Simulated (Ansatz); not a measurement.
Molecule: TiI$_{2}$ (charge 0, triplet). The spin state was set by rule; other spins were not relaxed. SMILES: [I][Ti][I]
Geometry: optimised at B3LYP-D3(BJ)/def2-TZVP (Ansatz, a program for electronic structure).

Computed values are from Ansatz. Valence correlation only, unless marked. Open shells are spin-unrestricted. Spin-orbit coupling is left out. The frozen core is the preceding noble-gas configuration, with the filled d and f shells of earlier blocks. In def2 rows, elements after Kr have scalar-relativistic effective core potentials. CBS(X,Y): correlation extrapolated as X^-3; Hartree-Fock from the larger set. The bracket is a focal-point correction in the basis named.

**Question.** What is the total energy at RI-MP2/CBS(def2-TZVPP,def2-QZVPP)+[CCSD(T)-MP2]/def2-TZVPP?

**Answer.** -1442.3832 Eh.

**Question.** What is the T1 diagnostic at CCSD/def2-TZVPP?

**Answer.** 0.025.

**Question.** What is the atomisation energy De at RI-MP2/CBS(def2-TZVPP,def2-QZVPP)+[CCSD(T)-MP2]/def2-TZVPP?

**Answer.** 688.4 kJ/mol.

**Question.** What is the dipole moment at CCSD(T)/def2-SVPD?

**Answer.** 0.00 D.
